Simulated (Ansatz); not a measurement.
Isolated molecules relaxed with PBE0-D4/def2-TZVP in Ansatz; ΔE leaves out vibrations. CBS: MP2 limit from def2 TZ/QZ plus the TZ coupled-cluster correction, frozen cores. This one scheme is used for every species. Double bonds are as drawn, so ΔE can hold a change between cis and trans. For Br outer-core shells are correlated without core-valence functions, which leaves a few kJ/mol of doubt a bond. Scalar relativity is left out up to krypton. Each species was taken in one conformer, which may not be the lowest.

Consider the substitution at a C–C bond: `CC/C(F)=C\F` + HBr → `F/C=C(\F)Br` + `CC`.

```json
{"species": "`CC/C(F)=C\\F`", "HF/def2-QZVPP energy (Eh)": "-353.97074"}
{"species": "HBr", "HF/def2-QZVPP energy (Eh)": "-2573.05135"}
{"species": "`F/C=C(\\F)Br`", "HF/def2-QZVPP energy (Eh)": "-2847.73378"}
{"species": "`CC`", "HF/def2-QZVPP energy (Eh)": "-79.26588"}
```

Task: Work out ΔE.

Result: ΔE = (-2847.73378) + (-79.26588) − (-353.97074) − (-2573.05135) = 0.02243 Eh = +58.9 kJ/mol. CCSD(T)/CBS gives +52.0 kJ/mol.

Largest T1 diagnostic among the species: 0.011.

From PBE to PBE0 (25 % exact exchange), in def2-TZVPP and without D4, ΔE moves by +7.7 kJ/mol. In def2-TZVPP, CCSD(T) changes the Hartree–Fock value by −7.7 kJ/mol (the triples alone add −2.4 kJ/mol) and MP2 by −11.0 kJ/mol.
